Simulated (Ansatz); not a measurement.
The inner images of a band of CH$_{5}$ClSn (8 atoms, charge 0, multiplicity 1) are given out of order.

Method: Ansatz, RKS PBE/def2-SVP.

Initial state:

```xyz
8
Properties=species:S:1:pos:R:3
Sn 0.080 0.000 0.245
H -0.183 -0.131 1.949
Cl 2.430 0.309 -0.029
C -0.875 1.729 -0.631
H -1.975 1.605 -0.592
H -0.585 2.635 -0.067
H -0.552 1.831 -1.684
H -0.301 -1.473 -0.578
```

Final state:

```xyz
8
Properties=species:S:1:pos:R:3
Sn -1.011 -0.248 0.397
H 1.927 0.168 2.022
Cl 1.950 -0.016 0.735
C -1.047 1.697 -0.707
H -1.924 1.676 -1.390
H -1.159 2.559 -0.021
H -0.142 1.832 -1.332
H -0.556 -1.164 -1.091
```

Q: Put them in order from the first end to the last, with their energies above the first end.
A.
```xyz
8
Properties=species:S:1:pos:R:3
Sn -0.848 -0.168 0.459
H 1.701 -0.105 1.946
Cl 2.144 0.173 0.754
C -1.054 1.711 -0.722
H -2.005 1.647 -1.293
H -1.094 2.604 -0.068
H -0.231 1.822 -1.456
H -0.575 -1.179 -1.008
```
B.
```xyz
8
Properties=species:S:1:pos:R:3
Sn -0.203 -0.005 0.390
H 0.804 -0.099 1.776
Cl 2.333 0.192 0.282
C -0.993 1.734 -0.652
H -2.011 1.548 -1.049
H -0.985 2.639 -0.020
H -0.293 1.866 -1.502
H -0.615 -1.370 -0.611
```
C.
```xyz
8
Properties=species:S:1:pos:R:3
Sn -0.684 -0.117 0.509
H 1.356 -0.097 1.641
Cl 2.317 0.174 0.743
C -1.034 1.717 -0.688
H -2.011 1.615 -1.206
H -1.063 2.613 -0.037
H -0.248 1.839 -1.460
H -0.596 -1.238 -0.888
```
D.
```xyz
8
Properties=species:S:1:pos:R:3
Sn 0.053 0.027 0.305
H 0.189 -0.094 2.018
Cl 2.397 0.210 -0.106
C -0.906 1.730 -0.639
H -1.933 1.468 -0.963
H -0.934 2.624 0.010
H -0.293 1.945 -1.535
H -0.536 -1.405 -0.475
```
E.
```xyz
8
Properties=species:S:1:pos:R:3
Sn 0.078 0.009 0.263
H -0.089 -0.061 1.982
Cl 2.418 0.243 -0.147
C -0.876 1.730 -0.632
H -1.951 1.517 -0.795
H -0.768 2.606 0.033
H -0.390 1.941 -1.603
H -0.385 -1.479 -0.488
```
F.
```xyz
8
Properties=species:S:1:pos:R:3
Sn -0.414 -0.048 0.458
H 1.018 -0.084 1.611
Cl 2.304 0.174 0.520
C -1.000 1.734 -0.664
H -2.005 1.572 -1.100
H -1.010 2.627 -0.012
H -0.272 1.878 -1.487
H -0.584 -1.349 -0.712
```
G.
```xyz
8
Properties=species:S:1:pos:R:3
Sn -0.038 0.017 0.330
H 0.516 -0.116 1.936
Cl 2.363 0.207 0.091
C -0.959 1.731 -0.647
H -1.981 1.514 -1.019
H -0.969 2.640 -0.019
H -0.291 1.891 -1.517
H -0.603 -1.378 -0.542
```

A: E (+0.2 kJ/mol), D (+7.2 kJ/mol), G (+46.8 kJ/mol), B (+121.3 kJ/mol), F (+162.0 kJ/mol), C (+138.4 kJ/mol), A (+133.9 kJ/mol).

Run time: 2.3 min on 1 thread of Arm Neoverse V2 (shared host), peak memory 0.12 GiB.
